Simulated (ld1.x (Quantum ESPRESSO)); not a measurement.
# u(r) = r·R(r): atom against pseudo-atom (Fe (Z = 26))

Columns: radius, all-electron u(r) and pseudo u(r) of the 4s shell (level -12.33 eV) of iron in the configuration [Ne] 3s2 3p6 3d6 4s1 4p0; PBEsol, scalar-relativistic, TM scheme, ld1.x (Quantum ESPRESSO) 7.5.

| r (bohr) | all-electron | pseudo |
| --- | --- | --- |
| 0.125 | -0.1338 | -0.0205 |
| 0.250 | -0.1245 | -0.0418 |
| 0.375 | 0.1052 | -0.0648 |
| 0.500 | 0.2683 | -0.0905 |
| 0.625 | 0.3060 | -0.1198 |
| 0.750 | 0.2474 | -0.1538 |
| 0.875 | 0.1351 | -0.1932 |
| 1.000 | 0.0014 | -0.2387 |
| 1.125 | -0.1332 | -0.2903 |
| 1.250 | -0.2574 | -0.3473 |
| 1.375 | -0.3657 | -0.4079 |
| 1.500 | -0.4561 | -0.4692 |
| 1.625 | -0.5287 | -0.5275 |
| 1.750 | -0.5847 | -0.5791 |
| 1.875 | -0.6257 | -0.6208 |
| 2.000 | -0.6534 | -0.6507 |
| 2.125 | -0.6696 | -0.6687 |
| 2.250 | -0.6760 | -0.6758 |
| 2.375 | -0.6742 | -0.6741 |
| 2.500 | -0.6655 | -0.6655 |
| 2.625 | -0.6512 | -0.6512 |
| 2.750 | -0.6325 | -0.6325 |
| 2.875 | -0.6103 | -0.6103 |
| 3.000 | -0.5855 | -0.5855 |
| 3.125 | -0.5589 | -0.5589 |
| 3.250 | -0.5310 | -0.5310 |

Problem. How many radial nodes do the two functions have?

Solution. The all-electron 4s function has n − l − 1 = 3 (the table is too coarse to show those close to the nucleus); the pseudo-wave has 0, since the states of the same l below it are removed with the core.

Problem. At about which radius was the pseudo-wave matched?

Solution. 2.50 bohr. The columns agree to 0.0005 from 2.25 bohr on; several derivatives are matched, so the curves merge somewhat inside the radius.

Problem. Is the pseudo-wave norm-conserving?

Solution. Yes: the TM scheme keeps the norm inside the radius equal to the all-electron one, which fixes the energy derivative of the logarithmic derivative at the level.
